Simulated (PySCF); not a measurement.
## How methods differ on the ionisation energy of Mn

Mn [Ar] 3d5 4s2 (6S) → Mn⁺ [Ar] 3d5 4s1 (7S), as a difference of total energies. All numbers are calculated (PySCF 2.14, the spin-free X2C one-electron Hamiltonian (Gaussian nucleus), in ANO-R3 (8s5p5d3f2g1h, 98 functions)). Correlated levels: valence: [Ar] frozen; valence and next inner shell: [Ne] frozen. The calculations carry no spin-orbit coupling.

**Question.** Order these methods by the ionisation energy they give, lowest first.
A. PBE
B. SCS-MP2 (valence and next inner shell)
C. UHF
D. MP2 (valence and next inner shell)

**Answer.** C (6.024 eV), D (7.056 eV), B (7.162 eV), A (7.234 eV).

Errors of the correlated levels include the incompleteness of this basis and the frozen core.

MP2 underrates the near-degeneracy of ns² with np² in the lower species.

For comparison: 7.434 eV (measured; NIST Atomic Spectra Database, ionization energies).
